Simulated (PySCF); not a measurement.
The PySCF input:
```python
from pyscf import gto, scf, dft

mol = gto.M(
    atom='''
N     0.000000   -0.000000    0.000000
H     0.015026    1.027722   -0.019448
H     0.882651   -0.526736    0.017100
H    -0.897677   -0.500986    0.002349
''',
    basis='6-31g**',
    charge=1,
    spin=1,
    verbose=4,
    symmetry=True,
)

mf = dft.UKS(mol)
mf.xc = 'pbe'
mf.kernel()
mf.analyze()
```

Question: What total energy does PBE/6-31G** (PySCF) give?

Answer: -56.1166 Eh

Question: What nuclear repulsion energy does PBE/6-31G** give?

Answer: 11.7015 Eh

These values belong to the state on which the SCF converged, which isn't shown to be the lowest.
